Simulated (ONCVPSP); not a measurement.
## Plane-wave convergence, ONCV potential for antimony (Sb)

```
Element                 : Sb
Generator               : ONCVPSP 4.0.1
Type                    : optimised norm-conserving Vanderbilt (ONCV)
Functional              : PBE
Relativity              : scalar-relativistic
Frozen core             : [Ar] 3d10 4s2
Valence charge          : 21
Reference configuration : 4p6 4d10 5s2 5p3
Partial waves           : 5s: rc 1.75 bohr, ncon 5, nbas 8, qcut 4.1 1/bohr, 2 projectors, debl 2.4 Ha; 4p+5p: rc 1.45 bohr, ncon 4, nbas 7, qcut 11.2 1/bohr, 3 projectors, debl 0.9 Ha; 4d: rc 1.20 bohr, ncon 5, nbas 10, qcut 13.1 1/bohr, 2 projectors, debl 2 Ha
Local potential         : polynomial inside 1.00 bohr (lpopt 4, dvloc0 4 Ha)
Core correction         : Teter function, fcfact 2.25, rcfact 1.7
```

Question: For each optimised wave give the share of its norm inside rc, the residual kinetic energy above qcut (Ha) and the cutoffs (Ha) for errors of 10, 1, 0.1 and 0.01 mHa per electron.

Answer:

| wave | norm inside rc | residual KE | 10 mHa | 1 mHa | 0.1 mHa | 0.01 mHa |
| --- | --- | --- | --- | --- | --- | --- |
| 5s | 0.285 | 5.9e-03 | 5.1 | 44.1 | 54.4 | 61.3 |
| s projector 2 | 0.100 | 2.2e-03 | 7.1 | 9.1 | 15.8 | 65.9 |
| 4p | 0.960 | 7.5e-08 | 20.9 | 25.9 | 29.9 | 37.7 |
| 5p | 0.053 | 3.4e-08 | 15.8 | 21.1 | 27.0 | 45.7 |
| p projector 3 | 0.056 | 5.3e-08 | 16.2 | 21.4 | 33.8 | 47.8 |
| 4d | 0.712 | 8.8e-08 | 39.2 | 49.9 | 59.0 | 66.7 |
| d projector 2 | 0.082 | 4.2e-08 | 33.1 | 45.3 | 55.8 | 65.5 |

The occupied waves need 50 Ha and 59 Ha for 1 and 0.1 mHa. Note: ghosts flagged at negative energy: s at -94.6 eV; GHOST(+) flagged for s at 433.4 eV. A true bound ghost makes a file unfit for plane-wave use.
